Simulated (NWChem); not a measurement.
Species: BBr$_{3}$; SMILES BrB(Br)Br

```xyz
4

B      0.0000     0.0000    -0.0028
Br    -1.8830    -0.2483    -0.0028
Br     0.7265     1.7548    -0.0028
Br     1.1565    -1.5066    -0.0028
```
Atoms are numbered in this order, from 1.

Level: PBE0/def2-SVP (NWChem), optimised geometry, unscaled harmonic frequencies. This build's default masses of Se (78.918 u) and Br (79.917 u) are each other's, which moves their modes by up to 0.6 %.

| frequency (cm⁻¹) | IR intensity (km/mol) |
|---|---|
| 152 | 0.1 |
| 152 | 0.1 |
| 286 | 0.0 |
| 384 | 0.9 |
| 848 | 296.7 |
| 848 | 296.7 |

| Quantity | Value |
|---|---|
| zero-point energy | 3.8 kcal/mol |
| thermal correction to the enthalpy at 298.15 K (with zero-point energy) | 7.5 kcal/mol |
| heat capacity Cv | 14.1 cal/(mol K) |
| entropy at 298.15 K and 1 atm (symmetry number 6) | 77.4 cal/(mol K) |
| dipole moment | 0.00 D |

Rigid rotor and harmonic oscillator.
